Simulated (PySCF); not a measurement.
Molecule: 3-fluorobut-3-enal, C4H5FO, net charge 0, singlet state. 
Coordinates optimised at B3LYP-D3(BJ)/def2-TZVP (Ansatz):
SMILES: C=C(F)CC=O
```xyz
11

C     -1.9598    -0.3652    -0.6546
C     -0.9815    -0.0685     0.1812
F     -1.1389     0.9442     1.0734
C      0.3674    -0.6940     0.2898
C      1.4753     0.2397    -0.1686
O      2.4005    -0.1159    -0.8464
H     -1.8332    -1.1622    -1.3713
H     -2.8941     0.1764    -0.6333
H      0.4222    -1.6148    -0.2876
H      0.5605    -0.9314     1.3434
H      1.3825     1.2896     0.1722
```

Dispersion corrections to the total energy (kcal/mol) from the dftd3 and dftd4 libraries through PySCF: D3(BJ) without and D4 with the three-body term, each with the damping fitted for the functional named.

```json
[
 {"functional": "B2GP-PLYP", "D3(BJ)": "-2.65", "D4": "-1.91"},
 {"functional": "CAM-B3LYP", "D3(BJ)": "-3.60", "D4": "-3.81"},
 {"functional": "BLYP", "D3(BJ)": "-10.14", "D4": "-10.24"},
 {"functional": "TPSSh", "D3(BJ)": "(withheld)", "D4": "-5.63"},
 {"functional": "PBE0", "D3(BJ)": "-4.13", "D4": "(withheld)"},
 {"functional": "TPSS", "D3(BJ)": "-6.06", "D4": "-6.19"},
 {"functional": "B2PLYP", "D3(BJ)": "(withheld)", "D4": "-3.20"}
]
```

### Question
What belongs in the gaps?

### Answer

- TPSSh, D3(BJ): -5.52
- PBE0, D4: -3.83
- B2PLYP, D3(BJ): -3.70
